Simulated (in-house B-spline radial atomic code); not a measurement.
**The chlorine ion Cl³⁺: [He] 2s2 (2p1/2)2 (2p3/2)3 3s2 3p3 (with a hole in an inner shell)**

All numbers are computed (Dirac-Kohn-Sham PBE0, spherical fractional occupations; Fermi nucleus of rms radius 3.3654 fm) with an all-electron radial atomic-structure program (B-spline basis), not measured.

Z_r = [3n² - l(l+1)]/(2<r>); Z_e = n√(-2ε); the last column is Slater's effective charge. Values are occupation-weighted means over j.

```
shell  electrons   ε (eV)  <r> (bohr)    Z_r    Z_e  Slater
   1s          2  -2867.1     0.09087  16.51  14.52   16.70
   2s          2  -331.41       0.433  13.86   9.87   13.20
   2p          5  -269.07       0.393  12.72   8.89   13.20
   3s          2  -65.923       1.332  10.14   6.60    7.65
   3p          3  -49.252       1.435   8.71   5.71    7.65
```

The least bound orbital is 3p3/2 at -49.15 eV, and it is also the most diffuse (<r> = 1.438 bohr). The part-filled 2p shell lies below the filled 3s shell in orbital energy.

For the 1s electron the small component carries 0.367 % of the norm, the zero-frequency Breit interaction raises the level by 2.112 eV, self-energy by 0.9489 eV, and vacuum polarisation lowers it by 0.06462 eV.

Caution: exact exchange at fractional occupations of open shells leaves self-interaction of up to several eV.
